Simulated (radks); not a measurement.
Valence configurations of the rhenium ion Re3+ (all share [Xe]). All-electron calculation, Dirac Kohn-Sham, PBE, spin-unpolarised, spherical densities, finite nucleus; open shells fill j = l - 1/2 first; Fermi nuclear charge, rms radius 5.3698 fm. Program: a radial shooting solver on a logarithmic mesh with Libxc functionals. Order these by energy: 4f14 5d3.5 6p0.5; 4f14 5d4; 4f12 5d4 6p2; 4f13 5d4 6p1; 4f13 5d3 6p2; 4f13 5d4 6s1; 4f14 5d3 6p1; 4f13 5d4.5 6p0.5; 4f12.5 5d4.5 6p1; 4f14 5d2 6p2.

Answer. From the lowest, in eV above it: 4f14 5d4 0.000; 4f14 5d3.5 6p0.5 5.656; 4f14 5d3 6p1 11.759; 4f14 5d2 6p2 25.314; 4f13 5d4 6s1 47.024; 4f13 5d4.5 6p0.5 48.039; 4f13 5d4 6p1 54.253; 4f13 5d3 6p2 69.379; 4f12.5 5d4.5 6p1 79.282; 4f12 5d4 6p2 121.80. NIST lists [Xe] 4f14 5d4 as the ground configuration; this level of theory agrees among the configurations tried. The energies are those of spherical spin-averaged densities, not of single terms.
